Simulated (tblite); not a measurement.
Compound: C7H8O2Si.
Structure used (GFN2-xTB), in Å, numbered top down from 1:
```
atom  x, y, z in Å
O1     3.5078    0.4274   -0.4499
C2     3.3228   -0.6483    0.0349
O3     2.1583   -1.1897    0.3722
C4     0.9971   -0.4895    0.1545
C5     0.6360    0.6868   -0.3572
C6    -0.8387    0.4251   -0.1268
Si7   -1.8699    1.6596    0.8604
C8    -1.4705   -0.3786   -1.2440
C9    -1.1136   -1.5555   -0.7421
C10   -0.3984   -0.9660    0.4502
H11    4.1202   -1.3702    0.2825
H12    1.1559    1.5064   -0.8100
H13   -3.1348    1.0098    1.2078
H14   -1.1257    2.0244    2.0648
H15   -2.1092    2.8311    0.0169
H16   -1.9860   -0.0559   -2.1281
H17   -1.2319   -2.5797   -1.0420
H18   -0.6281   -1.3309    1.4444
```

Method: GFN2-xTB as coded in tblite; computed harmonic values from a numerical Hessian at the method's own geometry, unscaled. The method is semi-empirical: single wavenumbers can be off by several per cent or more. Modes of hydrogen on silicon can be 10 to 20 % off. One conformer, not necessarily the lowest.

Harmonic wavenumbers (cm⁻¹): 40.1, 88.6, 101.3, 122.0, 181.7, 197.8, 293.0, 327.8, 368.8, 450.8, 462.9, 532.2, 552.1, 602.5, 637.1, 769.6, 775.3, 778.7, 781.8, 803.2, 808.6, 836.3, 857.3, 925.5, 950.8, 985.1, 1000.4, 1024.2, 1044.1, 1078.3, 1114.8, 1136.8, 1149.9, 1208.9, 1230.9, 1235.9, 1354.8, 1636.9, 1670.5, 1777.2, 2269.1, 2273.1, 2284.0, 2822.6, 3028.6, 3122.8, 3143.9, 3167.4.

A = 2257, B = 740.5, C = 634.6 MHz; mass 152.029 u (most abundant isotopes); point group C1, symmetry number 1.

Question: Zero-point energy?

Answer: Half the sum of the wavenumbers: 27003 cm⁻¹ = 77.20 kcal/mol.

Question: Give the ideal-gas entropy at 500 K and 1 bar in the rigid-rotor, harmonic-oscillator model (classical rotation).

Answer: Translation 43.56, rotation 31.64, vibration 51.69: S = 126.9 cal/(mol K).

Question: And Cp and H(500 K) − H(0)?

Answer: Cp = 59.87 cal/(mol K), of which vibrations give 51.92 (their classical limit is 48 R = 95.4); H(500 K) − H(0) = 17.41 kcal/mol without the zero-point energy, 13.44 from vibrations.

Question: What must be added to the electronic energy to get the Gibbs energy at 500 K and 1 bar?

Answer: ZPE + [H(500 K) − H(0)] − T·S = 77.20 + 17.41 − 63.45 = 31.16 kcal/mol.

Question: Which modes carry the vibrational entropy at 500 K?

Answer: 40.1 cm⁻¹: 6.28; 88.6 cm⁻¹: 4.71; 101.3 cm⁻¹: 4.44; 122.0 cm⁻¹: 4.08; 181.7 cm⁻¹: 3.30; 197.8 cm⁻¹: 3.13 cal/(mol K); the other 42 give 25.75 together.

Question: Blend soft modes into free rotors: weight 1/[1 + (100 cm⁻¹/ν̃)⁴] for the oscillator and the rest for a rotor with moment μB/(μ + B), μ = h/(8π²ν), B = 10⁻⁴⁴ kg m². What vibrational entropy results?

Answer: 48.11 cal/(mol K) in place of 51.69, which changes −T·S at 500 K by +1.79 kcal/mol.

Hindered rotation and anharmonicity are outside this model. Other conformers, if any are populated, would add a mixing term that is left out. The structure is chiral; the term R ln 2 for an equal mix with its mirror image is left out.
